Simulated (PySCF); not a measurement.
C8H13P.
Atom-mapped SMILES: `[CH3:1][CH2:2][C:3]([CH3:4])=[C:5]=[P:6][CH:7]1[CH2:8][CH2:9]1`

NICS is the negative of the GIAO shielding at a point without a nucleus: at the ring centre (0) and 1 Å above and below it (1); zz is the component along the ring normal. Level: GIAO HF/pcSseg-1 (PySCF, non-relativistic, gas phase) on the PBE0-D3(BJ)/def2-SVP geometry, one conformer.

Ring bond lengths (Å): C7–C8 1.508, C8–C9 1.492, C9–C7 1.509.

Task: What do the NICS probes read (ppm)?

Result: 
```
    ring                                            type  NICS(0)  NICS(1), two faces  NICS(1)zz, two faces  rms pucker (Å)  centre to ring atoms, mean (Å)
C7–C8–C9  3-membered carbocycle; formal bonds all single    -43.7         -9.6 / -9.2         -22.8 / -24.6            0.00                            0.87
```

Task: What do they say, and how far can they be read as aromaticity?

Result: 
- C7–C8–C9: mean NICS(1)zz -23.7 ppm, shielded. C7, C8, C9 have four or more neighbours; no verdict on aromaticity is drawn. NICS(0) lies 34 ppm below the mean NICS(1).

Task: At the first NICS(1) probe listed for ring C7–C8–C9, 1 Å off the ring, what do the in-plane components average?

Result: The isotropic value is a third of the trace: (3 × -9.6 − (-22.8))/2 = -3.0 ppm.

Task: How do the values depend on the level or the medium?

Result: 
```csv
level,"NICS(0), C7–C8–C9","mean NICS(1)zz, C7–C8–C9"
"HF/pcSseg-1, gas",-43.7,-23.7
"PBE0/pcSseg-1, gas",-43.5,-22.8
"PBE0/pcSseg-1, IEF-PCM methanol",-43.8,-22.9
"PBE0/pcSseg-1, IEF-PCM water",-43.9,-22.9
```

The geometry is the same throughout; the continuum's cavity takes Bondi-type radii × 1.2.

Conformer computed: `[CH3:1][CH2:2][C:3]([CH3:4])=[C:5]=[P:6][CH:7]1[CH2:8][CH2:9]1`: C1–C2–C3–C4 -74°, C5–P6–C7–C8 -151°.
